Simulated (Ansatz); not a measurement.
Isolated molecules relaxed with PBE0-D4/def2-TZVP in Ansatz; ΔE leaves out vibrations. CCSD(T)/CBS is the MP2 limit (def2-TZVPP, def2-QZVPP) plus CCSD(T) − MP2 in def2-TZVPP, frozen cores. This one scheme is used for every species. Functionals use def2-TZVPP.

Reaction (hydrogenolysis of the Al–Cl bond): `C#[C][Al]([F])[Cl]` + H₂ → `C#[C][AlH][F]` + HCl

```json
{"level": "BLYP-D4", "ΔE (eV)": "1.44"}
{"level": "B2PLYP", "ΔE (eV)": "1.44"}
{"level": "r2SCANh", "ΔE (eV)": "1.51"}
{"level": "CAM-B3LYP", "ΔE (eV)": "1.37"}
{"level": "SCS-MP2/def2-TZVPP", "ΔE (eV)": "1.46"}
{"level": "CCSD(T)/def2-TZVPP", "ΔE (eV)": "1.43"}
{"level": "HF/def2-QZVPP", "ΔE (eV)": "1.37"}
{"level": "MP2/CBS(def2)", "ΔE (eV)": "1.56"}
```

(1) What does CCSD(T)/CBS give? (Estimate.)

Largest T1 diagnostic among the species: 0.013.

Results:

(1) The calculation gave: +1.47 eV. The listed levels differ from it by -0.03, -0.03, 0.04, -0.10, -0.01, -0.04, -0.10, 0.09 eV.

In def2-TZVPP, CCSD(T) changes the Hartree–Fock value by +0.06 eV (the triples alone add +0.03 eV) and MP2 by +0.15 eV. Leaving LDA and LC-ωPBE aside and taking each functional with its dispersion term where it has one, the values, not all of them listed here, spread over 0.15 eV, from B97M-V to r2SCAN-D4.
